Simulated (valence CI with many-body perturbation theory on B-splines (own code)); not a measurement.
The numbers below are computed, except where a source is named.
## Hyperfine factors and g values of Tm⁶³⁺

Level of theory: relativistic CI+MBPT: four valence electrons over a frozen Dirac-Fock core [He], radial functions for each j: 11 s, 11 p, 9 d, 7 f, 5 g, 2 h, 1 i, with the one-electron correlation potential Σ1, the two-electron term Σ2, the three-electron term Σ3, Breit, model QED; selected CI, second order for the rest (own B-spline code, finite nucleus).

No measured spectrum was set against this ion. As an estimate, large intervals hold to a few tenths of a per cent, small ones and those within an open d or f shell to about a per cent. Among the levels kept, up to 280 cm⁻¹ of a level comes from second order outside the variational space, and about a tenth of that is noise between levels of different J, which matters for small intervals.

A/g_I is the dipole constant over the nuclear g factor μ/I (μ in nuclear magnetons, uniformly magnetised nucleus), B/Q the quadrupole constant per barn. Both hold the static response of the core; the bare values leave it out. Large factors of s and p1/2 electrons are usually good to 5 to 10 %; those of open d and f shells near neutrality can be off by tens of per cent, and small factors of p3/2, d and f electrons come from cancelling terms and can be off by a factor of two or in sign, in half-filled shells by more. B is blank for J = 1/2, where it vanishes, and for nearly pure S terms. Energies count from the lowest level. Levels with J = 0 are left out.

Levels are named by their leading jj configuration (3d3/2^4 stands for four electrons in 3d with j = 3/2), which in mixed levels can hold well under half, so a name can repeat and another be missing. Letters in brackets count levels of one name in rising energy.

```tsv
Level	E (eV)	g	A/g_I (MHz)	A/g_I bare	B/Q (MHz/b)	B/Q bare
(2s^2 2p1/2 2p3/2) J=1	1021.3	1.473	-538000	-513000	659000	660000
(2s^2 2p1/2 2p3/2) J=2	1039.3	1.141	1880000	1880000	1230000	1240000
(2s 2p1/2^2 2p3/2) J=2	1291.1	1.505	4680000	4660000	1250000	1260000
(2s 2p1/2^2 2p3/2) J=1	1371.8	1.110	-3370000	-3300000	755000	756000
(2s^2 2p3/2^2) J=2	2080.9	1.294	679000	694000	81100	81200
(2s 2p1/2 2p3/2^2) J=2 [a]	2286.2	1.549	3360000	3340000	235000	235000
(2s 2p1/2 2p3/2^2) J=3	2329.0	1.299	4180000	4160000	-4310	-4350
(2s 2p1/2 2p3/2^2) J=1 [a]	2405.4	1.300	-3870000	-3790000	-432000	-433000
(2s 2p1/2 2p3/2^2) J=2 [b]	2415.1	1.051	-269000	-233000	-162000	-162000
(2s 2p1/2 2p3/2^2) J=1 [b]	2419.0	1.304	1.04e+07	1.03e+07	239000	239000
(2p1/2^2 2p3/2^2) J=2	2700.9	1.311	632000	662000	76900	76900
(2s 2p3/2^3) J=2	3402.3	1.433	4750000	4720000	-1340000	-1340000
(2s 2p3/2^3) J=1	3480.9	1.163	-3420000	-3340000	-560000	-561000
(2p1/2 2p3/2^3) J=1	3736.2	1.473	-584000	-538000	-654000	-655000
(2p1/2 2p3/2^3) J=2	3754.4	1.125	1870000	1880000	-1390000	-1390000
(2s^2 2p1/2 3s) J=1	8837.2	1.306	5230000	5200000	-13900	-13900
(2s^2 2p1/2 3p1/2) J=1	8913.6	0.638	3610000	3600000	-3390	-3390
(2s 2p1/2^2 3s) J=1	9078.1	2.009	1.07e+07	1.06e+07	9060	9070
(2s 2p1/2^2 3p1/2) J=1	9166.0	1.351	9190000	9100000	-5570	-5580
(2s^2 2p1/2 3p3/2) J=2	9236.5	1.148	1530000	1530000	383000	384000
(2s^2 2p1/2 3p3/2) J=1	9238.2	1.504	-959000	-948000	189000	190000
(2s^2 2p1/2 3d3/2) J=2	9296.9	0.745	1480000	1480000	80400	81000
(2s^2 2p1/2 3d3/2) J=1	9322.3	0.829	-1190000	-1180000	31700	32000
(2s^2 2p1/2 3d5/2) J=2	9391.5	1.282	-795000	-791000	73900	74500
(2s^2 2p1/2 3d5/2) J=3	9395.5	1.095	964000	960000	69800	70600
(2s 2p1/2^2 3p3/2) J=2	9484.2	1.502	4280000	4240000	374000	375000
(2s 2p1/2^2 3p3/2) J=1	9489.1	1.133	-3970000	-3920000	197000	198000
(2s 2p1/2^2 3d3/2) J=1	9543.8	0.466	-4080000	-4040000	33000	33300
(2s 2p1/2^2 3d3/2) J=2	9549.6	1.118	4210000	4170000	64200	64800
(2s 2p1/2^2 3d5/2) J=3	9635.6	1.333	2850000	2820000	63000	63700
(2s 2p1/2^2 3d5/2) J=2	9652.4	1.027	-2670000	-2640000	52900	53400
```

Task: Take the isotope of mass number 169, with I = 1/2, μ = -0.231 μN. What is the hyperfine structure of (2s^2 2p1/2 2p3/2) J=1?

Result: From the table A = 249000 MHz. Shifts from the centre of gravity in MHz: F = 1/2: -249000, F = 3/2: 124000.
